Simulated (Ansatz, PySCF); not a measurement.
Barrier from R1 to the saddle point P1, each structure at its B3LYP-D3(BJ)/def2-TZVP stationary point, reached from a drawn start; harmonic modes at that level show the others as minima.
R1, BiH3 (SMILES [BiH3]) (charge 0, multiplicity 1):
```xyz
4

Bi     0.0000     0.0000     0.7712
H      1.4732     0.0000    -0.2571
H     -0.7366     1.2758    -0.2571
H     -0.7366    -1.2758    -0.2571
```
P1, BiH3, a first-order saddle point (one imaginary mode, 1600i cm⁻¹) (charge 0, multiplicity 1):
```xyz
4

Bi     0.000     0.000     0.000
H      1.709     0.000     0.000
H     -0.854     1.480     0.000
H     -0.854    -1.480     0.000
```

P less R. No zero-point or thermal terms; no spin–orbit coupling. No path was followed down from the saddle.

Frozen-core correlation throughout. In cc and def2 sets filled d and f shells under p-block atoms count as core. CBS(a, b) extrapolates the correlation energy as X⁻³ and adds the Hartree–Fock energy of set b.

Run with Ansatz (Gaussian orbitals); PySCF for the D3/D4 terms. Each number belongs to the level named beside it. Elements past Kr take the def2 small-core potentials, without spin–orbit coupling.

PBE/def2-TZVPP gives 2.599 eV for the barrier height.

**Question.** Where do these levels fall relative to PBE: PBE-D3(BJ)/def2-TZVPP, r2SCAN/def2-TZVPP, B3LYP/def2-TZVPP, wB97M-V/def2-TZVPP, B2PLYP/def2-TZVPP, MP2/CBS(def2-TZVPP, def2-QZVPP), CCSD(T)/CBS(def2-TZVPP, def2-QZVPP).

**Answer.** PBE-D3(BJ)/def2-TZVPP 0.001; r2SCAN/def2-TZVPP 0.018; B3LYP/def2-TZVPP 0.060; wB97M-V/def2-TZVPP -0.111; B2PLYP/def2-TZVPP 0.023; MP2/CBS(def2-TZVPP, def2-QZVPP) -0.093; CCSD(T)/CBS(def2-TZVPP, def2-QZVPP) -0.064 eV. 4 of 7 lie above PBE; the widest gap is to wB97M-V/def2-TZVPP.

Ansatz is a quantum-chemistry and plane-wave program.
